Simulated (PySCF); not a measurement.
NMR data simulated for an unnamed compound:

$^{1}$H NMR (300 MHz, computed): δ 7.88 (s, 1H), 7.74 (m, 1H), 7.70 (m, 1H), 7.58 (m, 1H).

$^{13}$C{$^{1}$H} NMR (computed): δ 148.7 (C), 140.7 (CH), 139.6 (CH), 137.5 (CH), 136.3 (CH), 124.3 (C), 121.6 (C).

Calculated, not measured (PySCF 2.14): GIAO B97-2/pcSseg-2 shieldings, PBE0-D3(BJ)/def2-TZVP geometry. One conformer, no solvent, non-relativistic.

References, each an isolated molecule treated in the same way: $^{1}$H, $^{13}$C vs TMS.

Problem. Which of these does the molecule contain: a benzene ring, a carboxylic acid, a heteroaromatic ring, a three-membered ring, a nitrile?

Solution. 
- A benzene ring: yes.
- A carboxylic acid: no.
- A heteroaromatic ring: no.
- A three-membered ring: no.
- A nitrile: yes (δC 124.3).

The data belong to SMILES N#Cc1cccc(Cl)c1, C7H4ClN; they needn't prove each group on their own.

Carbon signals by region: 7 in the sp2 and nitrile region (100–160 ppm).

Carbons that carry Cl, above all several Cl atoms, come out too deshielded, partly because spin–orbit coupling is missing. Shifts are as computed. Against solution values, carbons near 30 ppm lie about +3 ppm off and those near 130 ppm about +7 ppm; carbons on Cl a further +5 ppm. Of 1309 compounds with measured shifts, 239 miss one by over three times the rms of a fit or turn the order of signals round; such compounds aren't used in these exercises. No couplings were computed; multiplicities are counted from neighbouring protons, with m where these are inequivalent, close in shift, in a saturated or five-membered ring or joined by F or P, and br s for small geminal =CH2 splittings.
